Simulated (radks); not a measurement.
Results of a calculation; reference values are marked as such.
Isoelectronic series with 41 electrons, each ion in its NIST ground configuration. Code: a radial shooting solver on a logarithmic mesh with Libxc functionals. Model: scalar-relativistic Kohn-Sham, r2SCAN, spin-polarised, spherical densities, finite nucleus; open shells are filled with parallel spins first (spin-orbit coupling, left out, can overturn this in heavy ions); meta-GGA in the generalised Kohn-Sham scheme; Fermi nuclear charge, rms radius of each element as measured or else 0.836 A^(1/3) + 0.57 fm. Total energies (hartree) and orbital eigenvalues (hartree):

| ion | configuration | E (hartree) | 4d up | 4p down |
|---|---|---|---|---|
| Ta32+ | [Kr] 4d5 | -15058.5003 | -47.97319 | -54.44378 |
| W33+ | [Kr] 4d5 | -15549.4526 | -50.55811 | -57.25625 |
| Re34+ | [Kr] 4d5 | -16049.7214 | -53.20792 | -60.13905 |
| Os35+ | [Kr] 4d5 | -16559.3602 | -55.92266 | -63.09245 |
| Ir36+ | [Kr] 4d5 | -17078.5553 | -58.70239 | -66.11670 |
| Pt37+ | [Kr] 4d5 | -17607.3292 | -61.54716 | -69.21209 |
| Au38+ | [Kr] 4d5 | -18145.8401 | -64.45705 | -72.37889 |
| Hg39+ | [Kr] 4d5 | -18694.1625 | -67.43211 | -75.61740 |
| Tl40+ | [Kr] 4d5 | -19252.4593 | -70.47243 | -78.92791 |
